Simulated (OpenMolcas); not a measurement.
## Levels of Te⁴⁺ by method

```yaml
Program: OpenMolcas 26.06
Basis: ANO-RCC-VTZP [7s6p4d2f1g]
Scalar_Hamiltonian: DKH3, point nucleus
Active_space: 2 electrons in 4 orbitals (5s 5p)
State_averaging: 2S+1 = 3 even, 3 roots; 2S+1 = 1 even, 7 roots; 2S+1 = 3 odd, 3 roots; 2S+1 = 1 odd, 3 roots
Spin-orbit_coupling: RASSI with atomic mean-field integrals over the reference wave functions, term energies averaged over their components
```

Methods on the same reference wave functions:
A. CASSCF
B. SS-CASPT2, IPEA 0.25 Eh, imaginary shift 0.1 Eh (closed shells correlated: 4d)
C. MS-CASPT2, IPEA 0.25 Eh, imaginary shift 0.1 Eh (closed shells correlated: 4d)

Energies in cm-1 above 5s2 1S0, the measured ground level; measured values from Moore, Atomic Energy Levels, vol. III, NSRDS-NBS 35 (1971 reprint of NBS Circular 467, 1958).

| Level | A | B | C | Measured |
| --- | --- | --- | --- | --- |
| 5s2 1S0 | 0.0 | 0.0 | 0.0 | 0.0 |
| 5s 5p 3P* 0 | 70293 | 74710 | 75270 |  |
| 5s 5p 3P* 1 | 73190 | 77430 | 77990 |  |
| 5s 5p 3P* 2 | 80192 | 84610 | 85170 |  |
| 5s 5p 1P* 1 | 119041 | 109440 | 110010 | 111707 |
| 5p2 3P0 | 173915 | 175760 | 176320 | 176248 |
| 5p2 3P1 | 178883 | 181260 | 181820 | 182419 |
| 5p2 1S0 | 219215 | 211730 | 212850 |  |

Deviations, from unrounded energies. A percentage is the sum of absolute deviations over the sum of measured energies, with the sign that they share, or ± where signs differ.

| Against measurement | Levels | A | B | C |
| --- | --- | --- | --- | --- |
| mean absolute deviation (cm-1) | 3 | 4400 | 1300 | 790 |
| other configurations (%) | 3 | ±2.8 | -0.8 | ±0.5 |

C lies closest to measurement on these levels and A furthest from it. The largest miss of C in the table is 5s 5p 1P* 1, by -1700 cm-1. The ranking rests on the paired levels alone, and a cruder setting can come out closer through cancelling errors.

Between B and C the level of the table that moves most is 5p2 1S0, by 1100 cm-1 (lowest in B, highest in C). Moves below CASPT2's spread within the term are not significant.

The lowest spin-free term lies below A's lowest term by 0.413 hartree in B, 0.415 hartree in C.

Over all roots computed the reference weight is 0.90 to 0.95 in B, 0.90 to 0.95 in C; the roots of lowest weight are the least certain, and an intruder state may touch them. The ¹D term of p² mixes with s d, which this space lacks. Measured partners are found by configuration, term and J. A level has none where our copy of the source lacks it or the pairing is in doubt (some pairs that miss far off the trend of their configuration count as doubtful), and it then counts in no deviation. Only configurations of the active space appear. Levels that lie high or do not pair safely by name in every column are left out.

* marks odd parity.
